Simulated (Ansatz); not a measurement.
The first iterations of a band of Cl₃FH₃HfN (9 atoms, charge 0, multiplicity 1).

These are results of RKS PBE/def2-SVP (Ansatz), not measurements.

```
movable images  : 1
climbing image  : no
spring          : 5.0 eV/Å²
optimiser       : quadratic models (default)
start path      : through a guess of the saddle point
force threshold : 0.05 eV/Å
iteration limit : 60
end points      : relaxed
```

First end point:

```xyz
9
Properties=species:S:1:pos:R:3
Hf 0.464 0.431 -0.010
N -0.282 0.401 2.322
H -1.211 -0.033 2.436
H 0.357 -0.125 2.936
F 1.048 0.454 -1.833
Cl -1.573 1.626 -0.296
Cl 0.347 -1.929 0.274
Cl 2.312 1.583 0.947
H -0.356 1.346 2.727
```

Last end point:

```xyz
9
Properties=species:S:1:pos:R:3
Hf -0.073 0.654 0.027
N 0.451 0.096 2.347
H -0.363 0.174 2.974
H 0.799 -0.870 2.443
F 1.794 0.213 -0.083
Cl -0.452 1.174 -2.253
Cl -1.608 -1.149 0.293
Cl -0.621 2.752 1.012
H 1.180 0.710 2.741
```

| iteration | highest image above the first end (eV) | largest band force component (eV/Å) |
| --- | --- | --- |
| 1 | 4.400 | 2.524 |
| 2 | 2.291 | 1.443 |
| 3 | 1.685 | 1.267 |
| 4 | 1.273 | 1.343 |

Problem. Does the band converge within its limit, and where does its top end?

Solution. It converged. It ended after 14 iterations with the highest image 0.249 eV above the first end. No image climbed, so the highest image needn't sit at the top of the path. So few images can step over the top or miss a turn of the path.

Run time: 28 s on 4 threads of Arm Neoverse V2 (shared host), peak memory 0.2 GiB.
